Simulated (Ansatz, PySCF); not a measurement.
Breaking a bond: CH₃F, SMILES CF. The C1–H5 bond (C1 also carries F, H, H; H5 carries nothing else) is stretched with both fragments frozen at the PBE0/def2-TZVP optimised geometry.

Computed with: RCCSDT = CCSDT on RHF/cc-pVDZ, frozen core (Ansatz, a first-principles code); RCCSD(T) = CCSD(T) on RHF/cc-pVDZ, frozen core run with Ansatz; UHF/cc-pVDZ (PySCF); UCCSD(T) = CCSD(T) on UHF/cc-pVDZ, frozen core (Ansatz); UKS-CAM-B3LYP = unrestricted CAM-B3LYP/cc-pVDZ (PySCF).

Energies are in kJ/mol, each relative to the lowest point of its own curve near equilibrium.

```
R / Å  RCCSDT  RCCSD(T)    UHF  UCCSD(T)  UKS-CAM-B3LYP
-----  ------  --------  -----  --------  -------------
0.87    145.5     145.4  133.1     145.4          138.9
0.92     80.8      80.7   71.1      80.7           76.4
0.98     32.4      32.4      …      32.4           30.1
1.03     10.4      10.4    6.9      10.4            9.3
1.06      3.3       3.3      …       3.3            2.8
1.09      0.0       0.0    0.0       0.0            0.0
1.13      0.4       0.4    2.8       0.4              …
1.16      3.7       3.7    7.8       3.7            4.6
1.18      7.1       7.1      …       7.1            8.2
1.27     31.0      31.2   42.1      31.2           32.9
1.34     56.4      56.6   72.2      56.6           58.8
1.48    114.9     115.3      …     115.3          119.1
1.65    187.6     188.3  229.5     188.4          196.1
1.79    242.3     243.2  284.2     245.3          257.2
1.93    290.0     290.9  317.2     295.3          314.0
2.20    359.9     360.2  348.7     371.5          388.0
2.41        —         —  359.0     411.2          417.9
2.65        —         —      …     434.5          436.5
3.00        —         —  367.5     445.5          449.2
3.28        —         —  368.5     448.1          453.8
3.85        —         —  369.1     449.6          457.5
```

Task: Fill in the missing entries.

Result: 
- 0.98, UHF: 26.1
- 1.06, UHF: 1.6
- 1.13, UKS-CAM-B3LYP: 1.0
- 1.18, UHF: 12.4
- 1.48, UHF: 141.4
- 2.65, UHF: 364.5

Dashes: no converged value, or the column stops at the first point that the program doubted or that broke a chosen test of continuity, which isn't proof of a fault.

The T1 diagnostic of CCSD on the restricted reference of RCCSDT, RCCSD(T) exceeds 0.045 at 3.00 to 3.85 Å. The unrestricted determinant behind UHF, UCCSD(T) is spin-contaminated at 1.65 to 3.85 Å (<S²> up to 1.0, against 0.00 for a pure singlet). The unrestricted determinant behind UKS-CAM-B3LYP is spin-contaminated at 2.20 to 3.85 Å (<S²> up to 1.0, against 0.00 for a pure singlet).
